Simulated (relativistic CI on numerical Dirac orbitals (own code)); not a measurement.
## Line list: Forbidden lines, Zn³⁺

Calculated at this level of theory: Dirac-Coulomb-Breit CI, KLI orbitals optimised for each configuration, QED by a radiative potential, valence Slater integrals scaled by 0.85, configuration energies shifted to the measured levels that pair with them (semi-empirical) (own radial code, finite nucleus).

CI space (outside the closed core [Ne] 3s2): 3p6 3d9, 3p6 3d8 4s, 3p6 3d8 4p, 3p6 3d8 4d, 3p6 3d8 5s, 3p6 3d7 4s2, 3p6 3d8 5p, 3p6 3d8 4f, 3p6 3d8 5d, 3p5 3d10, 3p6 3d7 4s 4p, 3p6 3d8 5f, 3p6 3d8 5g, 3p6 3d7 4p2, 3p6 3d7 4s 4d. Levels of other configurations are missing.

```tsv
λ vac (Å)	Lower	Upper	Type	A (s⁻¹)	gf	Branching (%)
501.58	3p6 3d9 2D_5/2 [1]	3p6 3d8 4s 2S_1/2 [18]	E2	3.83e+03	2.89e-07	54.9
508.40	3p6 3d9 2D_3/2 [2]	3p6 3d8 4s 2S_1/2 [18]	E2	3.11e+03	2.41e-07	44.6
633.14	3p6 3d9 2D_5/2 [1]	3p6 3d8 4s 2P_1/2 [15]	E2	3.23e+03	3.89e-07	44.2
636.50	3p6 3d9 2D_5/2 [1]	3p6 3d8 4s 2P_3/2 [14]	E2	4.25e+03	1.03e-06	60.5
644.04	3p6 3d9 2D_3/2 [2]	3p6 3d8 4s 2P_1/2 [15]	E2	4.08e+03	5.07e-07	55.8
647.52	3p6 3d9 2D_3/2 [2]	3p6 3d8 4s 2P_3/2 [14]	E2	2.77e+03	6.97e-07	39.4
659.24	3p6 3d9 2D_5/2 [1]	3p6 3d8 4s 4P_3/2 [11]	E2	1.21e+02	3.15e-08	44.1
668.87	3p6 3d9 2D_5/2 [1]	3p6 3d8 4s 2D_3/2 [10]	E2	1.25e+03	3.35e-07	70.9
670.23	3p6 3d9 2D_3/2 [2]	3p6 3d8 4s 4P_1/2 [12]	E2	1.21e+01	1.63e-09	97.5
671.07	3p6 3d9 2D_3/2 [2]	3p6 3d8 4s 4P_3/2 [11]	E2	1.52e+02	4.11e-08	55.6
681.05	3p6 3d9 2D_3/2 [2]	3p6 3d8 4s 2D_3/2 [10]	E2	5.10e+02	1.42e-07	29.0
737.70	3p6 3d9 2D_5/2 [1]	3p6 3d8 4s 2F_7/2 [7]	E2	3.47e+03	2.26e-06	91.8
752.54	3p6 3d9 2D_3/2 [2]	3p6 3d8 4s 2F_7/2 [7]	E2	3.08e+02	2.09e-07	8.2
754.28	3p6 3d9 2D_5/2 [1]	3p6 3d8 4s 4F_3/2 [6]	E2	5.27e+00	1.80e-09	42.6
759.75	3p6 3d9 2D_5/2 [1]	3p6 3d8 4s 4F_5/2 [5]	E2	2.11e+00	1.09e-09	4.2
767.95	3p6 3d9 2D_5/2 [1]	3p6 3d8 4s 4F_7/2 [4]	E2	1.22e+02	8.62e-08	94.6
769.80	3p6 3d9 2D_3/2 [2]	3p6 3d8 4s 4F_3/2 [6]	E2	7.04e+00	2.50e-09	57.0
775.51	3p6 3d9 2D_3/2 [2]	3p6 3d8 4s 4F_5/2 [5]	E2	4.80e+01	2.60e-08	95.5
777.43	3p6 3d9 2D_5/2 [1]	3p6 3d8 4s 4F_9/2 [3]	E2	1.61e+00	1.46e-09	100.0
784.05	3p6 3d9 2D_3/2 [2]	3p6 3d8 4s 4F_7/2 [4]	E2	6.89e+00	5.08e-09	5.3
```

Terms are leading LS components. Brackets give the number of a level in order of energy, since labels repeat. The list gives strong lines, with weight on those to low levels, without configurations that were not tied to measured data, among the lowest 400 of 1329 levels, so that lines to higher ones, which can be the strongest, are missing, and without lines across small gaps between configurations, and without 9 lines that miss the measured interval by over 3.5 %, start from a term whose rates miss tabulated ones by over 60 %, have gauges far apart or, lacking measured levels, span too small a gap for the errors found; lines with a level outside our table were not tested and can miss by more. Levels whose partners in the same complex of configurations lie outside the list can be far off, and so can their lines. Rates are taken at the computed energies, electric ones in the length gauge.

Configurations whose levels could be paired with our table of measured levels were shifted onto them, all but the ground configuration, by the median error of their levels; single terms can still be off by 1,000 to 2,000 cm⁻¹ or more, and rates follow the energies as ν³ (E1, M1) or ν⁵ (E2). The others borrow a shift and can be off by several thousand cm⁻¹ or more. The fine structure of a lone outer electron comes out too small, for d and f at times inverted, and misplaced configurations move strength between like terms. 55 of the 58 excited levels that our extract of the measured tables holds in this range could be paired (the sources list more); they are missed by 375 cm⁻¹ on average and 2003 at most, after the shifts were fitted to these levels, and levels without a partner can miss by more.

**Question.** From the table, what is the radiative lifetime of 3p6 3d8 4s 2S_1/2?

**Answer.** The listed rates from this level add up to about 6.93e+03 s⁻¹, 100 % of its decay; with all channels τ = 1.44e-04 s.

LS names give the leading component of a level, which can be under half, so a name can repeat, a term be missing and a line seem to break the LS rules.
